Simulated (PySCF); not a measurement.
# C₆ coefficients of unlike pairs at PBE0

Calculated with PySCF 2.14 from the dipole response of each species, C₆(A,B) = (3/π) ∫ α_A(iu) α_B(iu) du, in atomic units, from isotropic polarisabilities. For ions this is the dispersion term alone; charge-induced terms of lower order in 1/R come first.

```json
{"species": "Cl⁻", "configuration": "[Ar] (1S)", "basis": "aug-cc-pCVTZ-DK with one added diffuse shell each of s, p, d, f type (9s8p6d4f)", "relativity": "spin-free X2C", "α (bohr³)": "38.71", "C₆ (like pair)": "338.0"}
{"species": "C³⁺", "configuration": "[He] 2s1 (2S)", "basis": "aug-cc-pwCVTZ (7s6p4d2f)", "relativity": "none", "α (bohr³)": "3.182", "C₆ (like pair)": "2.545"}
{"species": "Sr", "configuration": "[Kr] 5s2 (1S)", "basis": "def2-TZVPPD with the def2 core potential (28 electrons) (6s4p3d1f)", "relativity": "core potential", "α (bohr³)": "203.6", "C₆ (like pair)": "3352"}
{"species": "Rh⁺", "configuration": "[Kr] 4d8 (3F)", "basis": "aug-cc-pVTZ-PP with one added diffuse shell each of s, p, d, f, g type with ECP28MDF (7s7p6d4f3g)", "relativity": "core potential", "α (bohr³)": "13.42", "C₆ (like pair)": "83.74"}
```

Problem. Estimate C₆ for Sr with Cl⁻.

Solution. The integral gives 943.2. The combination rule 2 C_A C_B / (C_A α_B/α_A + C_B α_A/α_B) gives 938.4 and the geometric mean 1064.

No spin-orbit coupling is included.

The other pairs:

```csv
pair,C₆
"Sr, C³⁺",80.94
"Rh⁺, Cl⁻",159.1
"C³⁺, Cl⁻",29.30
"Rh⁺, C³⁺",13.80
"Rh⁺, Sr",388.7
```
